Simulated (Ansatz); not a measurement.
This triplet is an excited state, 1.11 eV above the relaxed singlet at the level frozen-core CCSD(T)/cc-pVTZ // B3LYP-D3(BJ)/def2-TZVP (Ansatz, a program for electronic structure).

A geometry relaxed with B3LYP-D3(BJ)/def2-TZVP (Ansatz), charge 0, multiplicity 3:

```xyz
7

S      0.1206    -1.0814     0.1777
C      1.3060     0.1120    -0.2429
H     -2.1947    -0.5707     0.6488
C     -1.3073    -0.1005     0.2512
H     -1.3917     0.7658    -0.3903
H      2.2866    -0.2555    -0.5076
H      1.1806     1.1304     0.0981
```

Question: Write the SMILES of this molecule.

Answer: `[CH2]S[CH2]`
